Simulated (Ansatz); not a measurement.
## Worked example: the step energy

An elementary step of BH₅ClOF, closed shell (BH₂Cl ([BH2][Cl]) + H₂O + HF → BH₃O ([BH2][OH]) + HCl + HF; B–Cl, H–O, H–F broken or loosened, B–O, Cl–H, H–F formed or tightened). “Start” and “end” are the PBE0-D4/def2-TZVP structures reached by relaxing down either side of its saddle point, with the molecules still in contact.

Ansatz 0.2.0; basis: def2-TZVPP and def2-QZVPP; cores frozen in the correlated methods.

Energies in eV:

| quantity | end | start |
| --- | --- | --- |
| Hartree–Fock, triple zeta (X = 3) | -18001.62443 | -18001.35866 |
| Hartree–Fock, quadruple zeta (X = 4) | -18002.23464 | -18001.95757 |
| MP2 correlation, X = 3 | -22.69728 | -23.13118 |
| MP2 correlation, X = 4 | -24.69293 | -25.14005 |
| CCSD(T) correlation, X = 3 | -24.47589 | -24.84825 |

(1) Work out the step energy at the basis limit: extrapolate Hartree–Fock as E(X) = E∞ + A exp(−7.88 √X) and the MP2 correlation as E(X) = E∞ + B X^−2.97 (the exponents that Neese and Valeev fitted for def2-TZVPP and QZVPP), then add CCSD(T) − MP2 in triple zeta.

No T1 diagnostic of these runs exceeds 0.011.

## Answers

(1) Each step is linear, so take the differences first (end − start): Hartree–Fock -0.26577 (X = 3) and -0.27707 (X = 4); MP2 correlation 0.43390 and 0.44712; CCSD(T) correlation 0.37236.
Two points give E∞ = E(4) + w [E(4) − E(3)], with w = 1/(exp(7.88 (2 − √3)) − 1) = 0.1377 for Hartree–Fock and w = 1/((4/3)^2.97 − 1) = 0.7407 for the correlation.
Hartree–Fock: -0.27707 + 0.1377 × (-0.01130) = -0.2786 eV.
MP2 correlation: 0.44712 + 0.7407 × 0.01322 = 0.4569 eV.
CCSD(T) − MP2: 0.37236 − 0.43390 = -0.0615 eV.
Sum: -0.2786 + 0.4569 + (-0.0615) = 0.1168 eV, or 2.69 kcal/mol. Plain CCSD(T) in triple zeta gives 0.1066 eV, so the larger basis shifts the result by 0.0102 eV.

Labels in which every atom is bracketed show which atoms are joined, not bond orders.

For scale, one of the runs: CCSD(T)/def2-TZVPP, 205 basis functions (an equivalent command: `ansatz run in.yaml --threads 4`). The run took 33 s on 4 CPU threads (shared host), with 2.8 GiB of host memory at its peak.
